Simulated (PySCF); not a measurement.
**How methods differ on the ionisation energy of Ir⁷¹⁺**

Ir⁷¹⁺ [He] 2s2 2p2 [2p1/2^2, M_J = 0] → Ir⁷²⁺ [He] 2s2 2p1 [2p1/2^1, M_J = 1/2], as a difference of total energies. Calculation: PySCF 2.14, in an even-tempered Gaussian basis (16 s from 59 bohr⁻², ratio 2.4; 13 p from 76 bohr⁻², ratio 2.4; 5 d from 250 bohr⁻², ratio 2.6; 4 f from 370 bohr⁻², ratio 2.6); the two-component X2C-1e Hamiltonian. Correlated levels: nothing frozen; the 28 highest virtual spinors dropped. "Screened" scales the spin-orbit matrix elements by Boettger's factors to mimic the two-electron term; Breit and QED terms are absent.

```csv
method,ionisation energy (eV)
GHF (spin-free),19043.2
GMP2 (spin-free),19043.4
GHF (screened spin-orbit),20246.8
GMP2 (screened spin-orbit),20249.0
```

**Question.** How much does correlation contribute at GMP2 (screened spin-orbit)?

**Answer.** 20249.0 − (20246.8) = 2.2 eV, measured against GHF (screened spin-orbit).

For this ion Breit and QED terms and the two-electron picture change, all absent here, outweigh the correlation shift from GHF to GMP2.

The spin-free rows relax to the high-spin LS determinant and lack the spin-orbit shift.

The labels give the starting determinants; with spin-orbit coupling the two ends relaxed to ⟨J²⟩ = 0.00, ⟨L²⟩ = 1.33, ⟨S²⟩ = 1.33 and ⟨J²⟩ = 0.75, ⟨L²⟩ = 2.00, ⟨S²⟩ = 0.75.

For comparison: 20210 ± 60 eV (theoretical estimate listed by NIST; NIST Atomic Spectra Database, ionization energies).
